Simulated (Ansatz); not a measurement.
Program: Ansatz. Geometries: PBE0-D4/def2-TZVP. ΔE: electronic, gas phase. CCSD(T)/CBS adds triple-zeta CCSD(T) − MP2 to the extrapolated MP2 energy (def2 sets, frozen cores). Functionals use def2-TZVPP. B3LYP here is the variant with VWN-RPA as its local correlation; programs differ in this. def2 core potentials past Kr. For Se, Sn outer-core shells are correlated without core-valence functions, which leaves a few kJ/mol of doubt a bond. Scalar relativity is left out up to krypton. One conformer a species, not always the lowest.

Reaction (redistribution): `C[O][SnH2][SeH]` + `[CH3][AlH][SiH2]C` → `[CH3][SnH2][SeH]` + `CO[SiH2][AlH][CH3]`

```
             level  ΔE (kJ/mol)  difference from CCSD(T)/CBS
            PBE-D4        -37.6                          8.9
         r2SCAN-D4        -41.8                          4.7
           PBE0-D4        -43.9                          2.6
          B3LYP-D4        -46.1                          0.4
           ωB97X-V        -45.1                          1.4
            B2PLYP        -47.1                         -0.6
               PBE        -37.5                          9.0
              PBE0        -43.9                          2.6
     HF/def2-TZVPP        -56.7                        -10.2
    MP2/def2-TZVPP        -51.2                         -4.7
SCS-MP2/def2-TZVPP        -50.9                         -4.4
   CCSD/def2-TZVPP        -51.5                         -5.0
CCSD(T)/def2-TZVPP        -49.2                         -2.7
     HF/def2-QZVPP        -56.5                        -10.0
SCS-MP2/def2-QZVPP        -49.4                         -2.9
    CCSD/CBS(def2)        -48.9                         -2.4
       CCSD(T)/CBS        -46.5                            0
```

Largest T1 diagnostic among the species: 0.012.

From PBE to PBE0 (25 % exact exchange), in def2-TZVPP and without D4, ΔE moves by −6.3 kJ/mol. In def2-TZVPP, CCSD(T) changes the Hartree–Fock value by +7.5 kJ/mol (the triples alone add +2.4 kJ/mol) and MP2 by +5.5 kJ/mol.
